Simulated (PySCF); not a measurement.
Vertical excitations of a molecule F₂H₄OSi₂ from TDDFT-B3LYP/def2-SVPD (PySCF), as energy in eV (oscillator strength): 7.62 (0.000), 7.70 (0.004), 8.62 (0.057), 8.70 (0.061), 8.96 (0.002), 9.05 (0.059), 9.09 (0.007), 9.26 (0.007), 9.32 (0.012), 9.39 (0.173). Lowest triplet (TDA): 7.23 eV. The structure is a stationary point at B3LYP-D3(BJ)/def2-SVP. The geometry has at least one imaginary mode, so it is a saddle point at that level. One conformer was computed; it need not be the lowest.

Identify the compound among the candidates.
A. O[SiH2][SiH](F)F
B. O[Si@@H](F)[SiH2]F
C. F[SiH](F)O[SiH3]
D. O[Si](F)(F)[SiH3]

C, F[SiH](F)O[SiH3]
